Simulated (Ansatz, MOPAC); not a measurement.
Noncovalent pair: HCl (SMILES Cl) (first 2 atoms) with AsH3 (SMILES [AsH3]); geometry from B3LYP-D3(BJ)/def2-TZVP, rigid monomers moved along the line of their centres of mass till H2···As3 is 3.38 Å.
(charge 0, multiplicity 1):
```xyz
6

Cl     1.20790     0.53038     0.65712
H      0.72764     0.27999     1.82364
As    -0.52317    -0.37456     4.89703
H     -1.09685     0.67576     3.95008
H     -0.42301    -1.40982     3.78025
H      0.90516     0.10639     4.65737
```

Counterpoise-corrected where a basis set is named; no monomer relaxation.

The state that AM1 reach isn't checked.

The values were computed with Ansatz (Gaussian basis) for Hartree–Fock, density functionals and correlated methods; MOPAC for AM1 (differences of heats of formation). 

Problem. One of these levels gives -1.08 kcal/mol for the interaction energy. Which?
A. PBE/def2-TZVPPD
B. HF/def2-TZVPPD
C. AM1

Solution. A, PBE/def2-TZVPPD. The others give 0.32 (AM1), -0.11 (HF/def2-TZVPPD)

Ansatz is a quantum-chemistry and plane-wave program.
